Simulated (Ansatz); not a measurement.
Consider the isomerisation: `C[SiH](N)O[SiH3]` → `C[SiH2]N[SiH2]O`.

Program: Ansatz. Geometries: PBE0-D4/def2-TZVP. ΔE: electronic, gas phase. CBS: MP2 limit from def2 TZ/QZ plus the TZ coupled-cluster correction, frozen cores. Functionals use def2-TZVPP. B3LYP here is the variant with VWN-RPA as its local correlation; programs differ in this. Each species was taken in one conformer, which may not be the lowest.

**Question.** Is it downhill or uphill in electronic energy at CCSD(T)/CBS, and by how much? (An estimate is asked.)

**Answer.** The calculation gave: Uphill: ΔE = +53.5 kJ/mol.

**Question.** What do these levels give: B3LYP-D4, B3LYP, SCS-MP2/def2-TZVPP, MP2/def2-QZVPP, MP2/CBS(def2), CCSD/CBS(def2)? (Estimate.)

**Answer.** Ansatz gave: B3LYP-D4 56.9, B3LYP 56.2, SCS-MP2/def2-TZVPP 55.1, MP2/def2-QZVPP 53.1, MP2/CBS(def2) 52.9, CCSD/CBS(def2) 55.4 kJ/mol.

Largest T1 diagnostic among the species: 0.011.

In def2-TZVPP, CCSD(T) changes the Hartree–Fock value by −11.8 kJ/mol (the triples alone add −1.8 kJ/mol) and MP2 by −12.4 kJ/mol.
